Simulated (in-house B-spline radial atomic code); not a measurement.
A fraction x of an electron is removed from 4d in Sm V (Sm4+), starting from [Xe] 4f4 and keeping the highest spin. Computed with a B-spline radial code for spherical atoms: scalar-relativistic (X2C) OLYP, spin-polarised, spherical fractional occupations, Fermi nucleus of rms radius 5.0819 fm.

```
   x  E(x) - E(0) (eV)  4d down level (eV)
   0            0.0000            -179.006
0.06           10.7818            -180.389
0.15           27.1106            -182.474
 0.3           54.7442            -185.980
 0.5           92.4121            -190.709
0.58          107.7450            -192.617
0.69                 ?                   ?
0.83          156.6505            -198.642
 0.9                 ?                   ?
   1          190.7715            -202.788
```

(1) What belongs in the row x = 0.69?

(2) What belongs in the row x = 0.9?

(3) Check Janak's theorem between x = 0.06 and 0.15.

Results:

(1) An energy change of 129.0780 eV; 4d down at -195.257 eV.

(2) An energy change of 170.6150 eV; 4d down at -200.344 eV.

(3) The slope of the energy is 181.43 eV; the orbital levels give 181.43 eV (-ε of the emptying orbital, averaged over the two points).
